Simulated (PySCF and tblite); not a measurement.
Results of a calculation; reference values are marked as such.
C₈H₆O₂, numbered as in [O:1]=[CH:2][c:3]1[cH:4][cH:5][cH:6][c:7]([CH:8]=[O:9])[cH:10]1.

First level. Free energies: PBE0-D3(BJ)/pcSseg-1 (IEF-PCM, water) on GFN2-xTB structures plus GFN2-xTB thermal terms, symmetry and mirror images included. Conformers within 2.5 kcal/mol (GFN2-xTB free energy) were kept, 4 at most. GIAO shieldings: PBE0/pcSseg-1 (IEF-PCM, water). Shifts are against TMS (¹H), TMS (¹³C) at the same level. (PySCF 2.14, tblite 0.8.)

It gives, at 298.15 K, with 3 conformers (largest weight 55 %): ¹H: 10.34 (H2/H8, 2H), 8.97 (H10, 1H), 8.77 (H4/H6, 2H), 8.39 (H5, 1H) ppm. ¹³C: 202.0 (C2/C8), 145.6 (C4/C6), 141.9 (C3/C7), 141.1 (C10), 137.2 (C5) ppm.

Second level: GFN2-xTB geometries, energies LC-wPBE-D3(BJ)/pcSseg-1 (IEF-PCM, water), SCF tolerance 1e-06, shieldings LC-wPBE/pcSseg-1 (IEF-PCM, water), SCF tolerance 1e-06, on up to 4 of the same conformers.

(1) How do the averaged shifts change?

Shifts are unscaled: against experiment ¹³C can be off by 15 ppm or more and ¹H by 0.8 ppm.

Answers

(1) 
```tsv
signal	first	second	change (ppm)
H2/H8	10.34	10.34	0.00
H4/H6	8.77	8.96	0.19
H5	8.39	8.47	0.08
H10	8.97	9.22	0.25
C2/C8	202.0	209.7	7.7
C3/C7	141.9	145.8	3.9
C4/C6	145.6	151.8	6.2
C5	137.2	141.0	3.8
C10	141.1	147.0	6.0
```

The largest weight becomes 55 %.


Conformer gaps in pcSseg-1 on xTB geometries can be 2 kcal/mol off for S=O, P=O and other polar bonds.